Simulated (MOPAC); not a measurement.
MOPAC input (PM3):

```
PM3 FORCE THERMO(298,298) PRECISE LET GEO-OK AUX(PRECISION=9) THREADS=1
C2H5F

C    -1.19237908 1    0.16956197 1    0.19941534 1
C     0.31440707 1    0.18301512 1    0.40190752 1
F     0.97351418 1   -0.38048612 1   -0.64589151 1
H    -1.57862384 1   -0.85186635 1    0.09185781 1
H    -1.69406757 1    0.62951784 1    1.05894774 1
H    -1.48643727 1    0.72665611 1   -0.69904269 1
H     0.60982046 1   -0.38470004 1    1.29969819 1
H     0.70296819 1    1.21008274 1    0.50062039 1
```

From the output:

```
     H    8   0.507809   5.052141

          HEAT OF FORMATION =     -60.251759 KCALS/MOLE

          ZERO POINT ENERGY      41.952 KCAL/MOL

           NORMAL COORDINATE ANALYSIS (Total motion = 1 Angstrom)

   Root No.       1         2         3         4         5         6         7         8

                 1 A"      1 A'      2 A"      2 A'      3 A"      3 A'      4 A"      4 A'

                 176.3     475.0     834.9     976.6    1044.1    1109.4    1115.8    1161.5

           1    0.0000   -0.0621    0.0000    0.0480    0.0000    0.0806   -0.0000    0.0151
           2   -0.0000   -0.0621   -0.0000    0.0666   -0.0000   -0.0349   -0.0000   -0.0019
           3    0.0027    0.0000    0.0137    0.0000    0.0238   -0.0000    0.0534    0.0000
           4    0.0000   -0.0561    0.0000   -0.0195    0.0000   -0.0799    0.0000   -0.0419
           5    0.0000    0.0689    0.0000    0.0074    0.0000    0.0279    0.0000    0.0284
           6   -0.0354   -0.0000    0.0445   -0.0000   -0.0512    0.0000   -0.0415   -0.0000
           7   -0.0000    0.0922   -0.0000   -0.0229   -0.0000    0.0016   -0.0000   -0.0094
           8    0.0000    0.0103    0.0000   -0.0303    0.0000    0.0034    0.0000   -0.0531
           9    0.0261    0.0000   -0.0133    0.0000    0.0206    0.0000   -0.0036   -0.0000
          10   -0.0196   -0.1417    0.1777   -0.1074    0.1252    0.1917    0.1890    0.0666
          11   -0.2183   -0.1327   -0.0042   -0.0858    0.0019    0.0400   -0.0045    0.0302
          12   -0.1132   -0.0010   -0.0772   -0.0106   -0.0373   -0.0092   -0.0396   -0.0054
          13   -0.0000    0.0968    0.0000    0.4350    0.0000   -0.0348    0.0000    0.0138
          14    0.0000   -0.1252   -0.0000   -0.0813   -0.0000    0.0102   -0.0000    0.0045
          15    0.2668    0.0000   -0.0781    0.0000   -0.0455   -0.0000   -0.0501    0.0000
          16    0.0196   -0.1417   -0.1777   -0.1074   -0.1252    0.1917   -0.1890    0.0666
          17    0.2183   -0.1327    0.0042   -0.0858   -0.0019    0.0400    0.0045    0.0302
          18   -0.1132    0.0010   -0.0772    0.0106   -0.0373    0.0092   -0.0396    0.0054
          19   -0.0213   -0.0715   -0.1665   -0.0642   -0.1355   -0.1937    0.2223    0.1751
          20    0.0467    0.0579    0.1214   -0.0288   -0.2648   -0.0358    0.0623    0.3109
          21   -0.0713   -0.0017   -0.1052   -0.0037    0.0291   -0.0174    0.0283   -0.0445
          22    0.0213   -0.0715    0.1665   -0.0642    0.1355   -0.1937   -0.2223    0.1751
          23   -0.0467    0.0579   -0.1214   -0.0288    0.2648   -0.0358   -0.0623    0.3109
          24   -0.0713    0.0017   -0.1052    0.0037    0.0291    0.0174    0.0283    0.0445

   Root No.       9        10        11        12        13        14        15        16

                 5 A'      5 A"      6 A'      7 A'      8 A'      6 A"      9 A'      7 A"

                1350.1    1398.6    1404.1    1408.7    1518.7    2970.8    3021.7    3092.0

           1   -0.0239    0.0000    0.0636    0.0186   -0.0385    0.0000   -0.0005    0.0000
           2    0.0017   -0.0000    0.0100   -0.0397   -0.0212   -0.0000   -0.0030   -0.0000
           3    0.0000   -0.0414   -0.0000    0.0000   -0.0000    0.0031    0.0000   -0.0549
           4   -0.0444    0.0000   -0.0301   -0.0100    0.1122    0.0000   -0.0257    0.0000
           5    0.0076    0.0000    0.0233    0.0082    0.2008   -0.0000    0.0322    0.0000
           6   -0.0000   -0.0012    0.0000    0.0000    0.0000   -0.0600   -0.0000   -0.0031
           7    0.0054   -0.0000   -0.0022   -0.0001   -0.0430   -0.0000   -0.0002   -0.0000
           8    0.0080    0.0000   -0.0086   -0.0021   -0.1010    0.0000   -0.0009    0.0000
           9    0.0000   -0.0004   -0.0000   -0.0000    0.0000    0.0002   -0.0000   -0.0001
          10    0.1202    0.1380   -0.1563   -0.1266    0.0817   -0.0050   -0.0036    0.1597
          11    0.0167    0.2194   -0.1072    0.2618    0.0259    0.0123    0.0049   -0.2121
          12   -0.0474    0.0488    0.0196    0.2183   -0.0223   -0.0207   -0.0102    0.3428
          13    0.1135   -0.0000   -0.2179    0.0873   -0.0608    0.0000    0.0052    0.0000
          14   -0.0406    0.0000    0.0929   -0.0437   -0.0049   -0.0000    0.0263   -0.0000
          15   -0.0000    0.4227   -0.0000    0.0000   -0.0000    0.0005    0.0000   -0.0273
          16    0.1202   -0.1380   -0.1563   -0.1266    0.0817    0.0050   -0.0036   -0.1597
          17    0.0167   -0.2194   -0.1072    0.2618    0.0259   -0.0123    0.0049    0.2121
          18    0.0474    0.0488   -0.0196   -0.2183    0.0223   -0.0207    0.0102    0.3428
          19    0.1791    0.0011    0.0862    0.0322   -0.0856   -0.1715    0.1588   -0.0122
          20   -0.1273    0.0018   -0.0569   -0.0318   -0.1414    0.1985   -0.1838    0.0103
          21    0.1572   -0.0026    0.0875    0.0365    0.0919    0.3576   -0.3814    0.0176
          22    0.1791   -0.0011    0.0862    0.0322   -0.0856    0.1715    0.1588    0.0122
          23   -0.1273   -0.0018   -0.0569   -0.0318   -0.1414   -0.1985   -0.1838   -0.0103
          24   -0.1572   -0.0026   -0.0875   -0.0365   -0.0919    0.3576    0.3814    0.0176

   Root No.      17        18

                10 A'     11 A'

                3098.1    3189.6

           1    0.0006   -0.0246
           2   -0.0501   -0.0005
           3    0.0000    0.0000
           4    0.0011   -0.0006
           5   -0.0016   -0.0002
           6    0.0000    0.0000
           7    0.0004    0.0000
           8    0.0002    0.0001
           9   -0.0000   -0.0000
          10   -0.0825    0.1039
          11    0.0858   -0.1522
          12   -0.1934    0.2667
          13    0.1541    0.0949
          14    0.4259    0.3090
          15    0.0000    0.0000
          16   -0.0825    0.1039
          17    0.0858   -0.1522
          18    0.1934   -0.2667
          19   -0.0088   -0.0010
          20    0.0071    0.0004
          21    0.0168    0.0010
          22   -0.0088   -0.0010
          23    0.0071    0.0004
          24   -0.0168   -0.0010

           MASS-WEIGHTED COORDINATE ANALYSIS (NORMAL COORDINATES)

   Root No.       1         2         3         4         5         6         7         8

                 1 A"      1 A'      2 A"      2 A'      3 A"      3 A'      4 A"      4 A'

                 176.3     475.0     834.9     976.6    1044.1    1109.4    1115.8    1161.5

           1    0.0000   -0.3143    0.0000    0.2775    0.0000    0.4814   -0.0000    0.0870
           2   -0.0000   -0.3143   -0.0000    0.3851   -0.0000   -0.2087   -0.0000   -0.0112
           3    0.0193    0.0000    0.1016    0.0000    0.1607   -0.0000    0.3761    0.0000
           4    0.0000   -0.2836    0.0000   -0.1129    0.0000   -0.4772    0.0000   -0.2420
           5    0.0000    0.3485    0.0000    0.0429    0.0000    0.1669    0.0000    0.1638
           6   -0.2516   -0.0000    0.3296   -0.0000   -0.3460    0.0000   -0.2926   -0.0000
           7   -0.0000    0.5867   -0.0000   -0.1664   -0.0000    0.0121   -0.0000   -0.0682
           8    0.0000    0.0655    0.0000   -0.2206    0.0000    0.0258    0.0000   -0.3857
           9    0.2331    0.0000   -0.1242    0.0000    0.1752    0.0000   -0.0321   -0.0000
          10   -0.0403   -0.2077    0.3810   -0.1799    0.2451    0.3317    0.3858    0.1114
          11   -0.4493   -0.1945   -0.0090   -0.1436    0.0037    0.0693   -0.0093    0.0504
          12   -0.2329   -0.0015   -0.1654   -0.0177   -0.0731   -0.0160   -0.0808   -0.0090
          13   -0.0000    0.1419    0.0000    0.7286    0.0000   -0.0602    0.0000    0.0231
          14    0.0000   -0.1834   -0.0000   -0.1361   -0.0000    0.0176   -0.0000    0.0075
          15    0.5489    0.0000   -0.1674    0.0000   -0.0890   -0.0000   -0.1022    0.0000
          16    0.0403   -0.2077   -0.3810   -0.1799   -0.2451    0.3317   -0.3858    0.1114
          17    0.4493   -0.1945    0.0090   -0.1437   -0.0037    0.0693    0.0093    0.0504
          18   -0.2329    0.0015   -0.1654    0.0178   -0.0731    0.0160   -0.0808    0.0090
          19   -0.0437   -0.1048   -0.3571   -0.1075   -0.2652   -0.3352    0.4537    0.2927
          20    0.0960    0.0849    0.2604   -0.0482   -0.5185   -0.0619    0.1272    0.5198
          21   -0.1466   -0.0025   -0.2256   -0.0062    0.0570   -0.0301    0.0577   -0.0744
          22    0.0437   -0.1048    0.3571   -0.1075    0.2652   -0.3352   -0.4537    0.2927
          23   -0.0960    0.0849   -0.2604   -0.0482    0.5185   -0.0619   -0.1272    0.5198
          24   -0.1466    0.0025   -0.2256    0.0062    0.0570    0.0301    0.0577    0.0744

   Root No.       9        10        11        12        13        14        15        16

                 5 A'      5 A"      6 A'      7 A'      8 A'      6 A"      9 A'      7 A"

                1350.1    1398.6    1404.1    1408.7    1518.7    2970.8    3021.7    3092.0

           1   -0.1730    0.0000    0.4545    0.1162   -0.1347    0.0000   -0.0029    0.0000
           2    0.0127   -0.0000    0.0716   -0.2482   -0.0742   -0.0000   -0.0158   -0.0000
           3    0.0000   -0.2458   -0.0000    0.0000   -0.0000    0.0164    0.0000   -0.2947
           4   -0.3215    0.0000   -0.2151   -0.0625    0.3930    0.0000   -0.1351    0.0000
           5    0.0553    0.0000    0.1661    0.0510    0.7032   -0.0000    0.1696    0.0000
           6   -0.0000   -0.0073    0.0000    0.0000    0.0000   -0.3131   -0.0000   -0.0169
           7    0.0491   -0.0000   -0.0197   -0.0004   -0.1893   -0.0000   -0.0011   -0.0000
           8    0.0725    0.0000   -0.0768   -0.0167   -0.4450    0.0000   -0.0059    0.0000
           9    0.0000   -0.0027   -0.0000   -0.0000    0.0000    0.0012   -0.0000   -0.0005
          10    0.2522    0.2373   -0.3234   -0.2289    0.0829   -0.0076   -0.0055    0.2482
```
